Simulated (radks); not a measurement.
Values are calculated unless marked as measured or tabulated.
Species: Rh. Configuration: [Kr] 4d8 7d1 (not the ground configuration). Code: a radial shooting solver on a logarithmic mesh with Libxc functionals. Model: Dirac Kohn-Sham, PBEsol, spin-unpolarised, spherical densities, finite nucleus; open shells are shared between the two j in proportion to 2j + 1; Fermi nuclear charge, rms radius 4.4945 fm. Some entries of the table are withheld. Estimate them.

orbital,occ.,eigenvalue (eV),<r> (bohr),<1/r> (bohr^-1)
1s1/2,2,-23018.49,0.03264,47.03
2s1/2,2,-3342.037,0.1416,10.78
2p1/2,2,-3095.379,0.1203,10.77
2p3/2,4,-2950.890,0.1252,10.17
3s1/2,2,-602.2694,0.3907,3.741
3p1/2,2,-505.7153,(1),(2)
3p3/2,4,-480.8555,(3),(4)
3d3/2,4,-309.7200,0.3685,3.329
3d5/2,6,-304.8155,0.3720,3.292
4s1/2,2,-88.9125,0.9809,1.408
4p1/2,2,(5),1.062,1.284
4p3/2,4,(6),1.093,1.239
4d3/2,3.2,-12.6853,1.533,0.8863
4d5/2,4.8,-12.2826,1.555,0.8736
7d3/2,0.4,-0.3966,32.09,0.04394
7d5/2,0.6,-0.3951,31.97,0.04452

Answer. 
(1) 3p1/2 <r> (bohr): 0.3833
(2) 3p1/2 <1/r> (bohr^-1): 3.645
(3) 3p3/2 <r> (bohr): 0.3940
(4) 3p3/2 <1/r> (bohr^-1): 3.501
(5) 4p1/2 eigenvalue (eV): -59.6074
(6) 4p3/2 eigenvalue (eV): -55.7018
